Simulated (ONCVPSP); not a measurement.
**palladium: one change to an ONCV potential, before and after**

- Element: Pd
- Generator: ONCVPSP 4.0.1
- Type: optimised norm-conserving Vanderbilt (ONCV)
- Functional: PBE
- Relativity: scalar-relativistic
- Frozen core: [Ar] 3d10
- Valence charge: 18
- Reference configuration: 4s2 4p6 4d10
- Partial waves: 4s: rc 1.10 bohr, ncon 3, nbas 7, qcut 7.1 1/bohr, 2 projectors, debl 1.3 Ha; 4p: rc 1.10 bohr, ncon 3, nbas 7, qcut 5.9 1/bohr, 2 projectors, debl 2.8 Ha; 4d: rc 1.35 bohr, ncon 4, nbas 7, qcut 7.7 1/bohr, 2 projectors, debl 3.4 Ha
- Local potential: polynomial inside 0.75 bohr (lpopt 5, dvloc0 2 Ha)
- Core correction: Teter function, fcfact 4, rcfact 1.25

In the s channel the program set the typed energies aside and used -3.136, 0.250 Ha.

All-electron outer shells of the reference configuration (PBE, scalar-relativistic, ld1.x):

```
shell  level (eV)  outermost node (bohr)  outermost maximum (bohr)
   4s      -85.33                   0.45                      0.85
   4p      -51.20                   0.46                      0.91
   4d       -4.05                   0.45                      1.10
```

Change: d: rc 1.08.

Cutoffs: the cutoffs (Ha) at which the residual kinetic energy of the hardest occupied pseudo-wave falls to 1 and 0.1 mHa per electron; they do not see the model core or the augmentation charge, which bear on the density cutoff. Errors are all-electron minus pseudo energies relative to the spin-unpolarised reference configuration.

Task: Predict the effect on cutoff, ghosts and configuration errors.

Result: The potential gets neither clearly harder nor softer (116 Ha and 188 Ha → 116 Ha and 188 Ha); the p channel sets the loose cutoff, while the largest relative change is in d, which becomes harder; of the 3 tests that both files solve, the error grows in 1 and shrinks in 1 by more than 15 % and 0.3 meV (median size 1.9 → 1.1 meV); neither file shows a bound ghost.

| quantity | base | changed |
| --- | --- | --- |
| cutoff, loose | 116 Ha | 116 Ha |
| cutoff, tight | 188 Ha | 188 Ha |
| loose cutoff by channel | s 70 Ha, p 116 Ha, d 28 Ha | s 70 Ha, p 116 Ha, d 33 Ha |
| bound ghosts | none | none |
| GHOST(+) flags under 300 eV | s at 102.0 eV | s at 102.0 eV |
| tests with a reliable result | 3 of 4 | 3 of 4 |
| error for 4s2 4p6 4d9, meV [ΔE 9.12 eV] | 0.0 | +1.1 |
| error for 4s2 4p6 4d8, meV [ΔE 29.93 eV] | -1.9 | +0.8 |
| error for 4s1 4p6 4d10, meV [ΔE 91.57 eV] | -96 | -85 |
| s: phases at 1.12 bohr within 0.05 rad from the reference energy up to (Ha; the scan ends near 5) | 3.6 | 3.6 |
| p: phases at 1.12 bohr within 0.05 rad from the reference energy up to (Ha; the scan ends near 5) | to the end of the scan | to the end of the scan |
| rms error of d²Exc/dni dnj with the model core, mHa | 0.48 | 0.47 |
